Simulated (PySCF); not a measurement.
Computed IR spectrum (relative IR intensity) of a molecule CHF₂NOSi. Coordinates come from a PBE-D3(BJ)/def2-SVP optimisation. The values are those of a single conformer. Calculation: PBE-D3(BJ)/def2-SVP run with PySCF. Frequencies are harmonic and unscaled.

Lines under 2 % of the strongest are left out, and lines within 2 cm⁻¹ are merged.

```
ν (cm⁻¹)  relative intensity
--------  ------------------
373                      4.1
583                      2.5
587                      2.3
609                      9.0
802                      5.6
882                       25
964                       17
1504                     5.5
2292                     8.5
2418                     100
```

**Question.** Pick the molecule that these values belong to.
A) F[Si]1(F)N=CO1
B) O=C=N[SiH](F)F
C) N#CO[SiH](F)F

**Answer.** B, O=C=N[SiH](F)F
